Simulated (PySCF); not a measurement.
Species: C2H4Sn.
Structure used (PBE0-D3(BJ)/def2-SVP), in Å, numbered top down from 1:
```xyz
7
C2H4Sn angstrom
C      0.9164    0.4061    0.3928
C     -0.2328    0.0055    0.4126
Sn    -2.2098   -0.6803    0.4425
H      1.9305    0.7653    0.3739
H     -2.8708   -0.3164    1.9753
H     -2.1861   -2.3672    0.1721
H     -3.0653    0.1237   -0.7985
```

Method: PySCF 2.14.0, PBE0-D3(BJ)/def2-SVP geometry optimisation, gas phase, def2 core potentials past Kr.

(1) Which atoms are bound to Sn3, and at what distances?

(2) List the angles at Sn3.

(3) What is the shape at Sn3?

(4) What are the other bond lengths?

(5) Give some angles away from the centre.

(6) What are the rotational constants (commonest isotopes, rigid rotor)?

Results:

(1) 4 atoms: H7 1.708 Å, H5 1.708 Å, H6 1.709 Å, C2 2.093 Å. The nearest atom not counted as bound is C1, at 3.31 Å.

(2) 
| angle | degrees | distance of the outer atoms (Å) |
| --- | --- | --- |
| H5–Sn3–H7 | 111.0 | 2.82 |
| H5–Sn3–H6 | 111.0 | 2.82 |
| H6–Sn3–H7 | 110.9 | 2.81 |
| C2–Sn3–H5 | 108.0 | 3.08 |
| C2–Sn3–H7 | 108.0 | 3.08 |
| C2–Sn3–H6 | 107.9 | 3.08 |

(3) Tetrahedral: angles from 107.9° to 111.0°; τ4 = (360° − α − β)/141° = 0.98 with α and β the two widest (0 for a square, 1 for a tetrahedron).

(4) C1≡C2 1.217 Å; C1–H4 1.076 Å.

(5) C1–C2–Sn3 179.9°.

(6) A = 63285, B = 2850, C = 2850 MHz: a prolate symmetric top.

Point group: C3v (tolerance 0.08 Å). Charge 0, singlet. PBE0-D3(BJ)/def2-SVP frequencies: not computed here.

Hardware: Arm Neoverse V2, one thread (shared host). Cost: 12 s of wall time, 0.32 GiB resident at most. That covers the optimisation of the geometry.
